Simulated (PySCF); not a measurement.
AgCl, SMILES [Cl][Ag], multiplicity 1. Geometry: PBE-D3(BJ)/def2-TZVPD. The spin state was assumed, not searched. The def2 effective core potentials stand for the cores of Ag; spin–orbit coupling is left out.

Q: Give the equilibrium geometry at PBE-D3(BJ)/def2-TZVPD (PySCF confirms it by a frequency run) as Cartesian coordinates in Å, and its point group. (The exact figures need the calculation; the answer reports its results.)

A: point group C∞v.
```xyz
2

Ag     0.0000     0.0000    -0.6073
Cl     0.0000     0.0000     1.6789
```
